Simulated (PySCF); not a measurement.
**`C(#C)C=C=C(F)C#C`, C₇H₃F**

Molfile (atoms numbered from 1):
```
C7H3F
     RDKit          3D

 11 10  0  0  0  0  0  0  0  0999 V2000
   -3.1306    0.9359   -0.0648 C   0  0  0  0  0  0  0  0  0  0  0  0
   -2.2511    0.1272    0.0506 C   0  0  0  0  0  0  0  0  0  0  0  0
   -1.2325   -0.8421    0.1882 C   0  0  0  0  0  0  0  0  0  0  0  0
    0.0104   -0.6234   -0.1402 C   0  0  0  0  0  0  0  0  0  0  0  0
    1.2566   -0.3939   -0.4561 C   0  0  0  0  0  0  0  0  0  0  0  0
    1.7239   -0.6618   -1.7080 F   0  0  0  0  0  0  0  0  0  0  0  0
    2.2158    0.1231    0.4460 C   0  0  0  0  0  0  0  0  0  0  0  0
    3.0625    0.5559    1.1785 C   0  0  0  0  0  0  0  0  0  0  0  0
   -3.8974    1.6450   -0.1640 H   0  0  0  0  0  0  0  0  0  0  0  0
   -1.5402   -1.8000    0.5952 H   0  0  0  0  0  0  0  0  0  0  0  0
    3.7881    0.9367    1.8334 H   0  0  0  0  0  0  0  0  0  0  0  0
  1  2  3  0
  2  3  1  0
  3  4  2  0
  4  5  2  0
  5  6  1  0
  5  7  1  0
  7  8  3  0
  1  9  1  0
  3 10  1  0
  8 11  1  0
M  END
```

Computed with TDDFT PBE0/aug-cc-pVDZ circular dichroism and optical rotation, one conformer, gas phase (PySCF). Geometry: GFN2-xTB.

No stereocentre is labelled: unless the shape is locked (an allene, a helicene, a hindered biaryl), the mirror image is equally populated and a measured rotation or CD is zero.

Problem. Draw the ECD and absorption spectra from the lowest 8 states, each a Gaussian of half-width 0.3 eV at 1/e height.

Solution. 
```
E (eV)  λ (nm)  Δε (L mol⁻¹ cm⁻¹)  ε (L mol⁻¹ cm⁻¹)
  3.50     354              -0.04             0.403
  3.60     345              -0.11              1.09
  3.70     335              -0.23              2.38
  3.80     326              -0.41              4.15
  3.90     318              -0.57               5.8
  4.00     310              -0.63              6.48
  4.10     302              -0.57              5.82
  4.20     295              -0.40               4.4
  4.30     288              -0.22              4.25
  4.40     282              -0.06              12.4
  4.50     276              +0.15              56.1
  4.60     270              +0.55               220
  4.70     264              +1.30               703
  4.80     258              +2.39              1820
  4.90     253              +3.52              3840
  5.00     248              +4.37              6780
  5.10     243              +5.36             10400
  5.20     238              +7.91             14600
  5.30     234             +13.34             19600
  5.40     230             +20.85             24900
  5.50     225             +27.05             28500
  5.60     221             +28.37             27900
  5.70     218             +24.25             22900
  5.80     214             +17.45             16400
  5.90     210             +11.37             12300
  6.00     207              +7.36             13000
  6.10     203              +4.74             17800
```
Δε uses R in velocity form, ε uses f in length form. Only the states computed contribute, so the short-wavelength end is incomplete.
